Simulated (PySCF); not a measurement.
Distorted geometries of [Nd(H2O)]3+

[Nd(H2O)]3+ (singlet in the valence; each metal's 4f electrons, 3 of them, lie in its core potential, out of spins and levels). PySCF 2.14.0, RKS TPSS, Nd lcecp-1-SVP with ECP49, O def2-SVP, H def2-SVP; non-relativistic Hamiltonian with scalar-relativistic core potentials where named; density fitting; no spin-orbit coupling. Relaxed geometry:

```xyz
4

Nd    0.0000    0.0000   -0.1158
O     0.0000    0.0000    2.1435
H     0.7885    0.0000    2.7768
H    -0.7885    0.0000    2.7768
```

Q: Order these distorted geometries by energy above the relaxed one, lowest first.
A.
```xyz
4

Nd   -0.0123    0.0065   -0.1440
O     0.0192    0.0240    2.1658
H     0.7742   -0.0540    2.7891
H    -0.7811    0.0235    2.7706
```
B.
```xyz
4

Nd   -0.0282   -0.0040   -0.0935
O     0.0248    0.0333    2.1090
H     0.8108   -0.0111    2.7799
H    -0.8073   -0.0182    2.7860
```
C.
```xyz
4

Nd    0.0111   -0.0411   -0.1219
O     0.1058    0.1359    2.1811
H     0.6915   -0.1455    2.5908
H    -0.8084    0.0507    2.9314
```

A: A (0.03 eV), B (0.09 eV), C (2.60 eV).

Q: Which forces (eV/Å) act in the one that lies 2.60 eV up?

A: 
```
Nd    0.08   0.25   0.31
O   -20.84   7.19 -10.73
H    17.81  -8.03  12.60
H     2.96   0.60  -2.17
```
Forces carry noise of the integration grid, about 0.01 to 0.03 eV/Å.

No frequency check is given that shows the relaxed geometry to be a minimum. An lcecp potential fixes the number of 4f electrons, so in runs with it no electron can move into or out of that shell.
